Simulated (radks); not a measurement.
All-electron atom: Rh V in [Kr] 4d5.

Method: Dirac Kohn-Sham, XLYP, spin-unpolarised, spherical densities, finite nucleus; open shells fill j = l - 1/2 first; Fermi nuclear charge, rms radius 4.4945 fm; computed with a radial shooting solver on a logarithmic mesh with Libxc functionals.

Energy parts (hartree):
part                        energy
total                  -4782.11603
kinetic                 4985.99622
electron-nucleus      -11495.79546
Hartree                 1865.81207
exchange-correlation    -138.12886

Orbitals (lengths in bohr, moments of r in powers of bohr; <r^-3> diverges for s and p1/2; r(max) is where P^2 peaks):
orbital  occ.  eigenvalue (hartree)  <r^-3>  <1/r>      <r^4>   r(max)  small-component weight
1s1/2       2             -848.3978       -  47.06  5.364e-06  0.02117                2.71e-02
2s1/2       2             -124.6874       -  10.79  0.0009673   0.1199                5.62e-03
2p1/2       2             -115.6044       -  10.77  0.0006347  0.09292                5.64e-03
2p3/2       4             -110.2863    3022  10.18  0.0007229  0.09700                5.43e-03
3s1/2       2             -23.90464       -  3.744    0.04694   0.3516                1.55e-03
3p1/2       2             -20.35048       -  3.648    0.04723   0.3381                1.50e-03
3p3/2       4             -19.43505   528.2  3.503    0.05248   0.3478                1.44e-03
3d3/2       4             -13.14111   79.75  3.332    0.04983   0.2895                1.33e-03
3d5/2       6             -12.96044   75.47  3.295    0.05153   0.2923                1.31e-03
4s1/2       2              -4.95135       -  1.429      1.654   0.8770                3.90e-04
4p1/2       2              -3.85123       -  1.317      2.284   0.9196                3.41e-04
4p3/2       4              -3.69924   87.92  1.275      2.533   0.9432                3.27e-04
4d3/2       4              -2.01010   8.900  1.011      6.829    1.085                2.18e-04
4d5/2       1              -1.99038   8.384  1.001      7.057    1.094                2.15e-04

The highest occupied level is 4d5/2 at -54.161 eV. For comparison, the ionisation energy in NIST's Atomic Spectra Database is 63 eV (theoretical). In exact Kohn-Sham theory the highest level is minus the ionisation energy, but local and semilocal functionals leave it too shallow, through self-interaction and a potential that decays too fast; potentials with the right tail come closer.

Beside tabulated values, note that spin-unpolarised runs miss the spin-polarisation part of the exchange energy of open shells.
